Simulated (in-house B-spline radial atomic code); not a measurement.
# How G0W0 and RPA depend on the start: the selenium ion Se⁶⁺

Configuration [Ar] 3d10. Computed with an all-electron radial atomic-structure program (B-spline basis): all electrons, scalar-relativistic (spin-free one-electron X2C), finite nucleus, each spin shell either full or empty, empty states to l = 9 with an (l + 1/2)⁻⁴ tail; G0W0 by contour deformation at full frequency.

```csv
start,mean-field 3d (eV),G0W0 (eV),QP weight,RPA correlation (Eh)
Hartree-Fock,-157.49,-156.05,0.976,-1.9865
LDA VWN5,-140.20,-156.05,0.959,-2.1494
PBE,-139.86,?,?,?
PBE0,-144.63,-155.92,0.965,-2.102
r2SCAN,-140.81,?,?,?
HSE06,-144.14,-155.97,0.964,-2.1043
B3LYP (VWN-RPA),-143.79,-155.99,0.963,-2.1125
SCAN,-140.77,-155.52,0.962,-2.113
TPSS,-139.80,-155.92,0.959,-2.1362
BHandHLYP,-149.29,-156.05,0.969,-2.0626
CAM-B3LYP,-145.80,-156.15,0.966,-2.1005
LC-wPBE,-145.68,-156.36,0.966,-2.1078
wB97X,-146.25,-155.90,0.968,-2.0934
PBEsol,-139.82,-155.92,0.959,-2.1466
BLYP,-139.77,-155.93,0.958,-2.1479
r2SCAN0,-145.32,-155.74,0.966,-2.0812
LDA exchange-only,-138.03,-156.29,0.957,-2.1503
```

Question: What G0W0 level, weight and RPA correlation energy follow from the PBE start?

Answer: G0W0 level -155.87 eV, weight 0.959, RPA correlation -2.1458 hartree.

Question: What G0W0 level, weight and RPA correlation energy follow from the r2SCAN start?

Answer: G0W0 level -155.62 eV, weight 0.962, RPA correlation -2.1148 hartree.

Question: How much of the dependence on the start does G0W0 remove?

Answer: The mean-field levels span 19.5 eV and the G0W0 levels 0.838 eV. Against 155.327 ± 0.012 eV (NIST, measured) the G0W0 removal energies are off by +0.19 to +1.03 eV, with spin-orbit coupling, Breit and QED terms left out.
